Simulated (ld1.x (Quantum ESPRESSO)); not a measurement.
## What one change does to a pseudopotential (gallium (Ga), TM)

- Element: Ga
- Generator: ld1.x (Quantum ESPRESSO) 7.5
- Type: norm-conserving Troullier–Martins (Kleinman–Bylander form)
- Functional: PBE
- Relativity: scalar-relativistic
- Frozen core: [Ar]
- Valence charge: 13
- Reference configuration: 3d10 4s1 4p0 (charge +2)
- Partial waves: 4s (bound): rc 1.50 bohr; 3d (bound): rc 1.40 bohr; 4p (bound, empty): rc 2.05 bohr
- Local potential: the p channel
- Core correction: a·sin(br)/r model core inside 1.45 bohr

Change: wave 4s (bound): rc 1.50 bohr becomes 4s (bound): rc 1.14 bohr.

Cutoffs: the cutoffs (Ry, on a coarse ladder) from which the occupation-weighted sum of valence levels, in a spherical-Bessel basis at the reference potential, stays within 10 and 1 mRy of its value at 400 Ry; they do not see the model core or the augmentation charge, which bear on the density cutoff. Errors are all-electron minus pseudo energies relative to the spin-unpolarised reference configuration.

Task: How do hardness, ghosts and transferability respond?

Result: The potential gets neither clearly harder nor softer (160 Ry and 260 Ry → 160 Ry and 260 Ry); both files keep a bound ghost (s); of the 7 tests that both files solve, the error grows in 2 and shrinks in 4 by more than 15 % and 0.3 meV (median size 10.6 → 2.9 meV).

```csv
quantity,base,changed
"cutoff, loose",160 Ry,160 Ry
"cutoff, tight",260 Ry,260 Ry
loose cutoff by channel (10 mRy a level),"s 25 Ry, d 140 Ry","s 140 Ry, d 140 Ry"
bound ghosts,s,s
"error for 3d10 4s2 4p1, meV [ΔE -26.82 eV]",-17,-0.3
"error for 3d10 4s2 4p0, meV [ΔE -21.13 eV]",-11,+2.9
"error for 3d10 4s0 4p0, meV [ΔE 31.27 eV]",-5.0,-2.2
"error for 3d10 4s1 4p1, meV [ΔE -13.76 eV]",-1.7,-1.8
"error for 3d10 4s1 4p2, meV [ΔE -20.28 eV]",-3.3,-3.9
"error for 3d9 4s2 4p1, meV [ΔE 0.88 eV]",-591,-345
"error for 3d9 4s0 4p0, meV [ΔE 95.15 eV]",-561,-720
s: phases at 2.25 bohr within 0.05 rad from the reference energy up to (Ry; the scan ends near 5),1.8,n/a
p: phases at 2.25 bohr within 0.05 rad from the reference energy up to (Ry; the scan ends near 5),3.3,3.3
d: phases at 2.25 bohr within 0.05 rad from the reference energy up to (Ry; the scan ends near 5),-1.2,-1.2
```

 A true bound ghost makes a file unfit for plane-wave use even where its test errors are small: the radial tests pick states by their node count and pass the ghost by.
